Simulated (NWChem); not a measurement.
System: C$_{2}$H$_{4}$ClFSi; SMILES F/C=C\[SiH2]Cl

The following NWChem deck was run.

```
start job
memory heap 200 mb stack 900 mb global 1100 mb
geometry units angstroms noautoz
  F      0.508675    -2.666358     0.000000
  C     -0.720227    -2.104349     0.000000
  C     -0.875131    -0.784282     0.000000
  Si     0.583471     0.378585     0.000000
  Cl    -0.158249     2.327957     0.000000
  H     -1.499906    -2.861877     0.000000
  H     -1.894233    -0.406233     0.000000
  H      1.425339     0.221989    -1.209656
  H      1.425339     0.221989     1.209656
end
basis spherical
  * library def2-tzvp
end
dft
  xc hfexch
  iterations 150
  semidirect filesize 400000000
  mulliken
end
task dft energy
```

All runs use the structure optimised with B3LYP/6-31G* (spherical d).

Q: Give the results of this calculation. (Hartree-Fock/def2-TZVP.) Quantities: energy (Ha); highest occupied level (eV); orbital gap (eV); dipole (D).

A: 
```yaml
energy (Ha): -926.06
highest occupied level (eV): -10.81
orbital gap (eV): 13.69
dipole (D): 2.14
```
